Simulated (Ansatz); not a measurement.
Relaxation of Cl$_{3}$H$_{3}$OSi (8 atoms, charge 0, multiplicity 1), to a largest force component of 0.03 eV/Å in at most 50 steps.

The calculation used UKS revPBE/6-31G in Ansatz 0.2.0.

```xyz
8
Properties=species:S:1:pos:R:3:forces:R:3
Si -0.617 0.186 -0.585 -0.18 -0.01 0.36
Cl 2.741 -0.051 0.123 0.31 -0.02 0.04
Cl -0.527 -1.731 -1.626 0.00 -0.01 0.00
Cl -2.661 0.947 -0.822 -0.03 0.01 0.00
H 0.351 1.169 -1.140 0.01 0.01 -0.03
H 1.970 -0.127 1.205 -0.15 0.01 0.02
O -0.290 0.009 1.130 0.03 0.03 -0.39
H -0.967 -0.402 1.716 0.00 -0.01 0.00
```

Q: Where does it end, and by what steps?

A: The forces met the threshold. The force dipped under the threshold on the way, but the program's further checks kept it going. Limits of this set-up: no polarisation functions. After 15 steps the energy has fallen by 0.222 eV; Cl2 moved furthest, 1.33 Å.

| step | energy less start (eV) | largest force component (eV/Å) | accepted |
| --- | --- | --- | --- |
| 0 | 0.0000 | 0.389 | yes |
| 1 | -0.0500 | 0.451 | yes |
| 2 | -0.0740 | 0.402 | yes |
| 3 | -0.1184 | 0.714 | yes |
| 4 | -0.1547 | 0.615 | yes |
| 5 | -0.1724 | 0.353 | yes |
| 6 | -0.2053 | 0.138 | yes |
| 7 | -0.2146 | 0.096 | yes |
| 8 | -0.2157 | 0.354 | yes |
| 9 | -0.2148 | 0.187 | no |
| 10 | -0.2206 | 0.076 | yes |
| 11 | -0.2213 | 0.005 | yes |
| 12 | -0.2219 | 0.025 | yes |
| 13 | -0.2217 | 0.036 | no |
| 14 | -0.2220 | 0.017 | yes |
| 15 | -0.2220 | 0.018 | yes |

```xyz
8
Properties=species:S:1:pos:R:3
Si -0.723 0.082 -0.780
Cl 2.930 0.509 1.310
Cl -1.355 -1.750 -1.780
Cl -2.479 1.318 -0.403
H 0.302 0.811 -1.584
H 1.635 0.130 1.065
O 0.070 -0.305 0.724
H -0.379 -0.796 1.448
```

Whether the end is a true minimum wasn't checked by a vibrational analysis.

Run time: 45 s on 2 threads of Intel(R) Xeon(R) Platinum 8488C (Sapphire Rapids) (shared host), peak memory 0.2 GiB.
